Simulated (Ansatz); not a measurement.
The cluster Ga₂O₃. The state is a triplet with charge 0. Geometry PBE0-D4/def2-SVPD, that of the charge -1 doublet; atoms count from 1.

```xyz
5

Ga    0.631    0.274    0.234
Ga   -1.630   -0.709   -0.605
O     2.108    0.917    0.783
O    -0.073   -0.289   -1.447
O    -1.036   -0.193    1.035
```

The structure comes from a short search, and lower isomers may exist.

Question: Estimate the Mulliken populations from the PBE0/def2-TZVPD orbitals of Ansatz.

Answer: 
| atom | charge (e) | spin (α − β) |
| --- | --- | --- |
| Ga1 | 0.70 | -0.10 |
| Ga2 | 0.18 | 0.84 |
| O3 | -0.19 | 1.01 |
| O4 | -0.34 | 0.12 |
| O5 | -0.34 | 0.12 |
Mulliken values and Mayer orders depend strongly on the basis. With diffuse functions, as here, like atoms can get unlike values, and bond orders can come out too low or too high.

Question: Where does the spin sit?

Answer: Summed by element: Ga 0.74, O 1.26, of 2 unpaired in all. Largest on single atoms: O3 1.01, Ga2 0.84, O5 0.12.

Question: And the Mayer bond orders between bonded heavy atoms (over 0.3)?

Answer: Ga1–O3 1.15 (1.70 Å); Ga1–O4 0.87 (1.91 Å); Ga1–O5 0.87 (1.91 Å); Ga2–O4 0.95 (1.82 Å); Ga2–O5 0.95 (1.82 Å).
